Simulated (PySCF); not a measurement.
Start geometry of trisilylarsane (`[SiH3][As]([SiH3])[SiH3]`) from GFN2-xTB (Å):
```
atom  x, y, z in Å
Si1   -0.734    1.762   -0.483
As2    0.240   -0.220   -1.089
Si3    1.960   -0.188    0.443
Si4   -1.144   -1.643    0.053
H5     0.087    2.911   -0.910
H6    -1.018    1.956    0.949
H7    -2.038    1.930   -1.171
H8     2.979    0.849    0.082
H9     2.677   -1.473    0.472
H10    1.577    0.080    1.852
H11   -0.652   -3.018    0.047
H12   -2.488   -1.677   -0.591
H13   -1.439   -1.287    1.459
```

Problem. What comes out of this run: PBE0-D3(BJ)/def2-SVP geometry optimisation, gas phase in PySCF?

Solution. 
```
atom  x, y, z in Å
Si1   -0.6675    1.9236   -0.5788
As2    0.3397   -0.1024   -1.2674
Si3    2.0251   -0.0317    0.3889
Si4   -1.1039   -1.4698    0.0107
H5     0.2161    3.0530   -0.9979
H6    -0.8803    1.9951    0.9005
H7    -1.9877    2.0494   -1.2669
H8     3.0093    1.0279    0.0133
H9     2.7157   -1.3563    0.4168
H10    1.4885    0.2652    1.7538
H11   -0.5498   -2.8572    0.0208
H12   -2.4455   -1.4807   -0.6469
H13   -1.2574   -0.9968    1.4219
```

The energy falls by 0.201 eV over 5 energy and gradient evaluations, the largest force component goes from 0.0226 to 3.8e-04 Eh/bohr, and the atoms move by 0.089 Å rms after alignment. Among the bonds, Si1–As2 and As2–Si4 change most and about equally (+0.073 to +0.074 Å). Bonds longer at the end by more than 0.005 Å: 10 of 12; shorter: 0. Among the angles that change most is H12–Si4–H13, from 103.7° to 109.0°. Rotational constants go from 1925, 1907, 1257 to 1832, 1825, 1258 MHz. The orientation of the end geometry is arbitrary; only internal coordinates are fixed.

The run used 131 basis functions and 29 SCF cycles in all. The run took 45 s wall on Arm Neoverse V1, one thread, shared host with 32 logical CPUs at a one-minute load of 18, and the process peaked at 0.54 GiB of memory.

Stationary, but not proved a minimum.
